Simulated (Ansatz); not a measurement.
`[AlH]1[SiH2][S]1` + `F[SiH2][GaH2]` → `[F][Al]1[SiH2][S]1` + `[SiH3][GaH2]`  (redistribution)

Computed with Ansatz on PBE0-D4/def2-TZVP structures; ΔE is electronic, products minus reactants. CCSD(T)/CBS is the MP2 limit (def2-TZVPP, def2-QZVPP) plus CCSD(T) − MP2 in def2-TZVPP, frozen cores. DFT in def2-TZVPP. For Ga outer-core shells are correlated without core-valence functions, which leaves a few kJ/mol of doubt a bond. Scalar relativity is left out up to krypton.

Problem. Is it downhill or uphill in electronic energy at CCSD(T)/CBS, and by how much? (Estimate.)

Solution. Ansatz gave: Downhill: ΔE = -52.6 kJ/mol.

Problem. What do these levels give: r2SCANh-D4, r2SCAN0-D4, BHLYP-D4, ωB97M-V, PBE, BLYP, r2SCAN, LC-ωPBE, RPA@PBE/def2-TZVPP, HF/def2-SVP, CCSD/def2-TZVPP, HF/def2-QZVPP? (Best estimate.)

Solution. The calculation gave: r2SCANh-D4 -52.6, r2SCAN0-D4 -52.1, BHLYP-D4 -48.7, ωB97M-V -49.5, PBE -52.0, BLYP -51.7, r2SCAN -52.7, LC-ωPBE -52.1, RPA@PBE/def2-TZVPP -52.0, HF/def2-SVP -57.6, CCSD/def2-TZVPP -53.7, HF/def2-QZVPP -43.6 kJ/mol.

Largest T1 diagnostic among the species: 0.015.

At CCSD(T), def2-SVP lies −17.0 kJ/mol from the extrapolated value and def2-TZVPP −2.1 kJ/mol. Leaving LDA and LC-ωPBE aside and taking each functional with its dispersion term where it has one, the values, not all of them listed here, spread over 9.2 kJ/mol, from PBE-QIDH to B97M-V.
